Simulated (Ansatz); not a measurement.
```yaml
crystal:
  periodic: [false, false, false]
  atoms:
    - {symbol: C, position_ang: [1.311453, 1.982134, 2.355098]}
    - {symbol: N, position_ang: [0.831850, 1.041133, 1.411444]}
    - {symbol: W, position_ang: [-0.034505, 0.292440, 0.069631]}
    - {symbol: N, position_ang: [-1.113080, 1.349690, -0.841704]}
    - {symbol: C, position_ang: [-1.835724, 2.481994, -1.290813]}
    - {symbol: N, position_ang: [-1.138190, -1.154400, 0.823753]}
    - {symbol: C, position_ang: [-0.810894, -1.871336, 2.033183]}
    - {symbol: C, position_ang: [-2.368924, -1.622547, 0.232257]}
    - {symbol: N, position_ang: [1.318863, -0.385423, -1.190947]}
    - {symbol: C, position_ang: [2.651345, -0.785500, -0.806014]}
    - {symbol: C, position_ang: [1.094537, -0.540446, -2.608512]}
    - {symbol: H, position_ang: [1.071602, 1.665900, 3.377702]}
    - {symbol: H, position_ang: [2.402254, 2.078031, 2.290254]}
    - {symbol: H, position_ang: [0.878827, 2.977690, 2.203008]}
    - {symbol: H, position_ang: [-1.586387, 2.715464, -2.333198]}
    - {symbol: H, position_ang: [-2.916143, 2.297594, -1.246858]}
    - {symbol: H, position_ang: [-1.624040, 3.373209, -0.688862]}
    - {symbol: H, position_ang: [0.092054, -1.467112, 2.490255]}
    - {symbol: H, position_ang: [-0.645010, -2.939460, 1.831906]}
    - {symbol: H, position_ang: [-1.628738, -1.798862, 2.765197]}
    - {symbol: H, position_ang: [-2.291012, -2.676697, -0.070435]}
    - {symbol: H, position_ang: [-2.623326, -1.033611, -0.648683]}
    - {symbol: H, position_ang: [-3.200967, -1.547673, 0.947852]}
    - {symbol: H, position_ang: [2.822437, -1.852453, -1.009146]}
    - {symbol: H, position_ang: [2.815741, -0.611036, 0.257078]}
    - {symbol: H, position_ang: [3.408381, -0.219274, -1.368383]}
    - {symbol: H, position_ang: [1.837263, 0.028192, -3.187285]}
    - {symbol: H, position_ang: [1.178013, -1.593555, -2.913317]}
    - {symbol: H, position_ang: [0.102322, -0.184098, -2.884460]}
basis:
  gaussian: {orbitals: def2-TZVPP, point_charges: [{charge: -1.00, position_ang: [5.997, 0.477, 0.820]}]}
hamiltonian: {xc: {name: PBEsol}}
```

```sh
$ ansatz run in.yaml --threads 11 --pin off --events-out ev --progress --plain --max-ram 174080MiB --backend cuda --devices 0, --max-vram 75GiB
```

Output, abridged:

```
Functional definition: PBEsol
3097 factors; their error is unknown
mean field evaluation 1: about -14189.9922 eV, gradient 1.5e2 eV
mean field evaluation 2: about -13948.8175 eV, gradient 3.5e2 eV
mean field evaluation 4: about -14228.9564 eV, gradient 7.5e1 eV
mean field evaluation 8: about -14240.5400 eV, gradient 5.2e0 eV
mean field evaluation 16: about -14240.5162 eV, gradient 9.6e-2 eV
mean field -14240.51619303 eV, -523.3293175252 hartree, gradient 2.2e-5 eV, S^2 0.000000; 0 other end points of the search recorded, 0 dependent functions left out
reference -14240.51626961 eV, -523.3293203396 hartree; 48, 48 occupied and 570, 570 virtual orbitals, 3097 factors
Total energy: -14240.51626961 eV, -523.3293203396 hartree
```

Hardware: 11 threads of an AMD EPYC 7R13 on a shared host and a whole NVIDIA H100 80 GB. Wall time 3.6 s, peak host memory 1.9 GiB.
